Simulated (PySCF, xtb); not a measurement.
Mo(O)(NH)(Cl)2 (Cl2HMoNO), SMILES [O]=[Mo](=[NH])([Cl])[Cl], multiplicity 1.

Harmonic wavenumbers (cm⁻¹) from GFN2-xTB (xtb) at its own minimum, in rising order: 115, 162, 168, 187, 247, 338, 344, 614, 689, 911, 1010, 3441.

**Question.** What does PBE0-D3(BJ)/def2-SVP in PySCF 2.14.0 give at its own minimum? (An estimate is asked for; the answer gives what the named calculation found.)

**Answer.** 111, 177, 213, 222, 318, 410, 436, 537, 671, 1024, 1077, 3603. Paired by order, the mean absolute difference is 64 cm⁻¹ and the zero-point energies are 11.8 and 12.6 kcal/mol.
